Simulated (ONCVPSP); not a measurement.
**Transferability test, ONCV potential for Cd (Z = 48)**

* Element: cadmium (Cd)
* Generator: ONCVPSP 4.0.1
* Type: optimised norm-conserving Vanderbilt (ONCV)
* Functional: PBE
* Relativity: scalar-relativistic
* Frozen core: [Kr] 4d10
* Valence charge: 2
* Reference configuration: 5s1.5 5p0.5
* Partial waves: 5s: rc 2.25 bohr, ncon 4, nbas 8, qcut 2.7 1/bohr, local; 5p: rc 2.25 bohr, ncon 4, nbas 7, qcut 4.1 1/bohr, 1 projector
* Local potential: the s channel
* Core correction: Teter function, fcfact 4.25, rcfact 1.55

Energies are relative to the spin-unpolarised reference configuration 5s1.5 5p0.5; without spin polarisation the order of configurations can differ from experiment.

| valence configuration | charge | ΔE all-electron (eV) | error AE − PS (meV) |
| --- | --- | --- | --- |
| 5s2 5p0 | 0 | -2.284 | -7.1 |
| 5s1 5p0 | +1 | 6.988 | -100 |
| 5s0 5p2 | 0 | 7.387 | -53 |

Problem. What are ΔE and the potential's error for 5s1.5 5p0?

Solution. ΔE = 1.426 eV all-electron; the error (AE − PS) is -18 meV.
